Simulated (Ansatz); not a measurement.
`C/C=C(\O)[SiH3]` → `O[SiH]1CCC1`  (isomerisation)

Gas-phase electronic energies from Ansatz, PBE0-D4/def2-TZVP geometries. CBS: MP2 limit from def2 TZ/QZ plus the TZ coupled-cluster correction, frozen cores. DFT in def2-TZVPP. B3LYP here is the variant with VWN-RPA as its local correlation; programs differ in this. One conformer a species, not always the lowest.

`C/C=C(\O)[SiH3]`:

```xyz
13

C    -1.700    1.125   -0.726
C    -0.299    0.657   -0.537
C     0.083   -0.327    0.283
O    -0.866   -0.996    1.018
Si    1.875   -0.838    0.406
H    -2.030    0.966   -1.758
H    -1.781    2.199   -0.533
H    -2.388    0.601   -0.064
H     0.479    1.147   -1.113
H    -0.444   -1.573    1.657
H     2.064   -2.228   -0.095
H     2.295   -0.837    1.837
H     2.713    0.104   -0.375
```

`O[SiH]1CCC1`:

Cartesian coordinates in Å:
```
O 1.771 -1.676 0.322
Si 0.782 -0.549 -0.361
C 0.448 1.063 0.527
C -1.022 0.878 0.054
C -1.071 -0.666 -0.131
H 2.447 -2.067 -0.231
H 1.184 -0.359 -1.788
H 0.936 1.997 0.253
H 0.520 0.933 1.611
H -1.171 1.375 -0.908
H -1.771 1.274 0.743
H -1.316 -1.157 0.815
H -1.737 -1.045 -0.905
```

Problem. Is it downhill or uphill in electronic energy at CCSD(T)/CBS, and by how much? (Best estimate.)

Solution. Ansatz gave: Downhill: ΔE = -45.1 kcal/mol.

Problem. What do these levels give: PBE-D4, B3LYP-D4, ωB97X-V, ωB97M-V, PBE0, B3LYP, HF/def2-TZVPP, MP2/def2-TZVPP, CCSD/def2-TZVPP, CCSD(T)/def2-TZVPP, MP2/def2-QZVPP, SCS-MP2/def2-QZVPP? (Estimate.)

Solution. Ansatz gave: PBE-D4 -41.2, B3LYP-D4 -40.0, ωB97X-V -45.3, ωB97M-V -45.6, PBE0 -44.8, B3LYP -39.5, HF/def2-TZVPP -41.0, MP2/def2-TZVPP -48.3, CCSD/def2-TZVPP -44.9, CCSD(T)/def2-TZVPP -44.2, MP2/def2-QZVPP -48.8, SCS-MP2/def2-QZVPP -46.1 kcal/mol.

Largest T1 diagnostic among the species: 0.012.

In def2-TZVPP, CCSD(T) changes the Hartree–Fock value by −3.2 kcal/mol (the triples alone add +0.7 kcal/mol) and MP2 by −7.3 kcal/mol. From PBE to PBE0 (25 % exact exchange), in def2-TZVPP and without D4, ΔE moves by −3.9 kcal/mol.
